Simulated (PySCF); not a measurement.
NMR data simulated for an unnamed compound:

1H NMR (300 MHz, computed): δ 7.51 (m, 1H), 5.01 (t, 2H), 2.34 (m, 2H), 2.19 (s, 3H).

13C{1H} NMR (computed): δ 177.7 (C), 162.1 (C), 148.5 (CH), 23.7 (CH3), 16.3 (CH2).

- shielding tensors at PBE0/pcSseg-1 (GIAO)
- GFN2-xTB geometry
- code: PySCF 2.14.0 with density-fitted response routines
- one averaged value for each set of equivalent atoms, isolated molecule, one conformer, relativity neglected

Chemical shifts δ = σref − σ; 1H (31.72 ppm), 13C (186.93 ppm) vs TMS, all at this level.

Question: Which of these does the molecule contain: a tert-butyl group, a Si–H bond, a non-aromatic C=C double bond, a nitrile, a CH3CH2 unit?

Answer: 
- A tert-butyl group: no.
- A Si–H bond: yes (δH 5.01 (t)).
- A non-aromatic C=C double bond: yes.
- A nitrile: no.
- A CH3CH2 unit: no.

The data belong to `InChI=1S/C5H8F2O2Si/c1-4(8)9-10-3-5(7)2-6/h2H,3,10H2,1H3/b5-2+`; they needn't prove each group on their own.

Carbon signals by region: 2 in the far downfield region (above 160 ppm), 1 in the sp2 and nitrile region (100–160 ppm), 2 below 50 ppm. Above 160 ppm: 177.7, carbonyl carbon, 162.1, fully substituted alkene carbon.

Splittings by 19F in the carbon and heteronuclear signals aren't shown, as no couplings were computed. Shifts are as computed. Against solution values, carbons near 30 ppm lie about +3 ppm off and those near 130 ppm about +5 ppm. Of 1211 compounds with measured shifts, 218 miss one by over three times the rms of a fit or turn the order of signals round; such compounds aren't used in these exercises. No couplings were computed; multiplicities are counted from neighbouring protons, with m where these are inequivalent, close in shift, in a saturated or five-membered ring or joined by F or P, and br s for small geminal =CH2 splittings.
